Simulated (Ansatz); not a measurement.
Geometry optimisation, RHF/def2-SVP (Ansatz).

Input file:

```yaml
crystal:
  periodic: [false, false, false]
  atoms:
    - { symbol: Ge, position_ang: [0.139623, -0.131251, 0.502007] }
    - { symbol: H, position_ang: [0.324534, 0.259451, 1.954164] }
    - { symbol: O, position_ang: [1.87257, -0.256296, 0.382387] }
    - { symbol: H, position_ang: [2.297334, -0.535018, -0.415335] }
    - { symbol: Cl, position_ang: [-0.687157, 1.373339, -0.800326] }
    - { symbol: O, position_ang: [-0.673712, -1.616521, 0.117553] }
    - { symbol: H, position_ang: [-1.396291, -1.588605, -0.49135] }
basis:
  gaussian: { orbitals: def2-SVP }
hamiltonian:
  xc: hf
relax:
  f_tol: 0.03
  max_steps: 50
```

Launched with:

```bash
$ ansatz run input.yaml --threads 1 --pin off --max-ram 2048MiB --backend cpu --events-out ev --progress --plain --runs-dir out
```

**Question.** Where does it end, and by what steps?

**Answer.** The forces met the threshold. After 9 steps the energy has fallen by 0.323 eV; H2 moved furthest, 0.32 Å.

```csv
step,energy less start (eV),largest force component (eV/Å),accepted
0,0.0000,1.268,yes
1,-0.2649,0.575,yes
2,-0.3092,0.278,yes
3,-0.3159,0.146,yes
4,-0.3193,0.144,yes
5,-0.3204,0.130,yes
6,-0.3214,0.062,yes
7,-0.3218,0.045,yes
8,-0.3222,0.080,yes
9,-0.3226,0.007,yes
```

```xyz
7
Properties=species:S:1:pos:R:3
Ge 0.223 -0.099 0.554
H 0.007 0.282 1.999
O 1.928 -0.239 0.267
H 2.203 -0.680 -0.523
Cl -0.634 1.414 -0.731
O -0.529 -1.605 0.098
H -1.322 -1.568 -0.415
```

Whether the end is a true minimum wasn't checked by a vibrational analysis.

The run took 25 s on 1 thread of Arm Neoverse V2 (shared host), peak memory 0.19 GiB.
